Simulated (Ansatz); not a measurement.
Geometry optimisation, RHF/def2-SVP (Ansatz 0.2.0).

Input file:

```yaml
crystal:
  periodic: [false, false, false]
  atoms:
    - { symbol: Br, position_ang: [-2.4176, -1.185, 0.7093] }
    - { symbol: Si, position_ang: [-1.0221, 0.1819, -0.4146] }
    - { symbol: Ge, position_ang: [1.0722, 0.0554, 0.4241] }
    - { symbol: Se, position_ang: [0.5727, -0.9958, -1.6133] }
    - { symbol: H, position_ang: [-1.4083, 1.4785, -0.9939] }
    - { symbol: H, position_ang: [1.2696, -0.9295, 1.6102] }
    - { symbol: H, position_ang: [1.9947, 1.3265, 0.2325] }
basis:
  gaussian: { orbitals: def2-SVP }
hamiltonian:
  xc: hf
relax:
  f_tol: 0.02
  max_steps: 50
```

Run as:

```bash
$ ansatz run input.yaml --threads 2 --pin off --max-ram 3072MiB --backend cpu --events-out ev --progress --plain --runs-dir out
```

Question: Where does it end, and by what steps?

Answer: The forces met the threshold. After 7 steps the energy has fallen by 0.391 eV; Br1 moved furthest, 0.30 Å.

```json
{"step": "0", "energy less start (eV)": "0.0000", "largest force component (eV/Å)": "1.151", "accepted": "yes"}
{"step": "1", "energy less start (eV)": "-0.3365", "largest force component (eV/Å)": "0.421", "accepted": "yes"}
{"step": "2", "energy less start (eV)": "-0.3875", "largest force component (eV/Å)": "0.159", "accepted": "yes"}
{"step": "3", "energy less start (eV)": "-0.3901", "largest force component (eV/Å)": "0.033", "accepted": "yes"}
{"step": "4", "energy less start (eV)": "-0.3911", "largest force component (eV/Å)": "0.036", "accepted": "yes"}
{"step": "5", "energy less start (eV)": "-0.3912", "largest force component (eV/Å)": "0.023", "accepted": "yes"}
{"step": "6", "energy less start (eV)": "-0.3903", "largest force component (eV/Å)": "0.049", "accepted": "no"}
{"step": "7", "energy less start (eV)": "-0.3914", "largest force component (eV/Å)": "0.003", "accepted": "yes"}
```

```xyz
7
Properties=species:S:1:pos:R:3
Br -2.639 -1.045 0.565
Si -1.012 0.141 -0.394
Ge 1.132 0.105 0.491
Se 0.550 -0.971 -1.607
H -1.618 1.330 -1.003
H 1.528 -0.882 1.579
H 2.119 1.254 0.324
```

Whether the end is a true minimum wasn't checked by a vibrational analysis.

Time of the run: 32 s on 2 threads of Arm Neoverse V1 (shared host), peak memory 0.38 GiB.
